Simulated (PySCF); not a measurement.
# Spectroscopy problems

- geometry from GFN2-xTB
- NMR shieldings at PBE0/pcSseg-1/GIAO
- code: PySCF
- non-relativistic, a single conformation, rapidly exchanging positions averaged, no solvent

δ = σ(ref) − σ, references computed at the same level: TMS for ¹H and ¹³C. Splittings of carbon signals by F and P are missing where no couplings were computed. Where no couplings were computed, multiplicities follow the n + 1 count of equivalent neighbours, and m marks all less simple cases (inequivalent or close neighbours, rings, F or P nearby). Acid and N–H amide carbonyl carbons lie up to 10 ppm further downfield in solution (hydrogen bonding). Shifts are as computed. Against solution values, carbons near 30 ppm lie about +3 ppm off and those near 130 ppm about +5 ppm. Of 1309 compounds with measured shifts, 239 miss one by over three times the rms of a fit or turn the order of signals round; such compounds aren't used in these exercises. OH and NH positions are gas-phase values without hydrogen bonding to other molecules.

Task: C3H11NO2Si2. ¹H NMR (400 MHz, computed): δ 5.04 (s, 3H), 4.37 (q, 1H), 4.12 (br, 1H), 3.92 (d, 3H), 3.23 (d, 3H). ¹³C{¹H} NMR (computed): δ 178.0, 65.1, 26.6. Identify the compound.

Result: `CNC(=O)[C@H]([SiH3])O[SiH3]`. The formula gives 1 degree of unsaturation (no ring in the answer). 3 carbon signals for 3 carbons: no two carbons are equivalent. Carbon types of the structure: 1 × C, 1 × CH, 1 × CH3, leaving 7 H on heteroatoms. δC 178.0: amide carbonyl carbon; it is a carbonyl in resonance with an O or N lone pair, the region of acids, esters and amides. δC 65.1: sp3 CH bonded to O and Si, α to a carbonyl; the inductive effect lowers its shielding. δC 26.6: methyl carbon bonded to N; pulled downfield by the heteroatom. δH 4.37: hydrogen on an sp3 CH bonded to O and Si, α to a carbonyl; its carbon carries O, hence the downfield position.

This is the structure that produced the data.

Task: C7H11FOSi. ¹H NMR (400 MHz, computed): δ 4.79 (m, 1H), 2.79 (m, 1H), 2.35 (s, 3H), 2.14 (s, 3H), 1.40 (d, 3H). ¹³C{¹H} NMR (computed): δ 211.8 (C), 117.2 (C), 84.5 (C), 47.3 (CH), 35.3 (CH3), 11.7 (CH3), 5.7 (CH3). Give a structure.

Result: `CC#C[Si@@H](F)[C@H](C)C(C)=O`. The formula gives 3 degrees of unsaturation (no ring in the answer). 7 carbon signals for 7 carbons: no two carbons are equivalent. Carbon types of the structure: 3 × C, 1 × CH, 3 × CH3, leaving 1 H on heteroatoms. δC 211.8: ketone carbonyl carbon; the double bond to the heteroatom, with no lone-pair donor beside it, deshields it most. δC 117.2, 84.5: alkyne carbon. δC 47.3: sp3 CH bonded to Si, α to a carbonyl; the adjacent C=O deshields it moderately. δC 11.7: methyl carbon; a saturated carbon with 1 carbon neighbour and no heteroatom attached.

This is the structure that produced the data.

Task: C3H11NO2Si2. ¹H NMR (400 MHz, computed): δ 3.44 (s, 3H), 2.17 (s, 3H), 0.38 (br s, 2H), 0.29 (s, 3H). ¹³C{¹H} NMR (computed): δ 179.9 (C), 24.6 (CH3), 2.4 (CH3). Identify the compound.

Result: `CC(=O)O[Si@@](C)(N)[SiH3]`. Rings plus π bonds: 1 (no ring in the answer). 3 carbon signals for 3 carbons: no two carbons are equivalent. Carbon types of the structure: 1 × C, 2 × CH3, leaving 5 H on heteroatoms. δC 179.9: carbonyl carbon. δC 2.4: methyl carbon bonded to Si; an electropositive neighbour leaves it electron-rich and shielded. δH 2.17: hydrogen on a methyl carbon α to a carbonyl; α to C=O. δH 0.38: hydrogen on a nitrogen bonded to Si; exchangeable; this is the value without hydrogen bonding to other molecules.

The data come from this structure; uniqueness wasn't tested.

Task: C5H11ClOSi2. ¹H NMR (300 MHz, computed): δ 10.35 (s, 1H), 5.37 (t, 2H), 4.13 (t, 2H), 2.38 (s, 3H), 2.26 (s, 3H). ¹³C{¹H} NMR (computed): δ 200.4 (CH), 182.2 (C), 140.0 (C), 30.4 (CH3), 24.3 (CH3). What is it?

Result: SMILES CC(C)=C(C=O)[SiH2][SiH2]Cl. Rings plus π bonds: 2 (no ring in the answer). 5 carbon signals for 5 carbons: no two carbons are equivalent. Carbon types of the structure: 2 × C, 1 × CH, 2 × CH3, leaving 4 H on heteroatoms. δC 200.4: aldehyde carbonyl carbon; low-lying n→π* states of the double bond to the heteroatom give a large paramagnetic term (-264 ppm). δC 182.2: β carbon of a C=C–C=O unit; conjugation with the carbonyl draws π density from the β position. δC 140.0: α carbon of a C=C–C=O unit; the olefinic region. δH 10.35: hydrogen on an aldehyde carbonyl carbon; the formyl region, downfield of aromatic protons.

The shifts were computed for this structure.
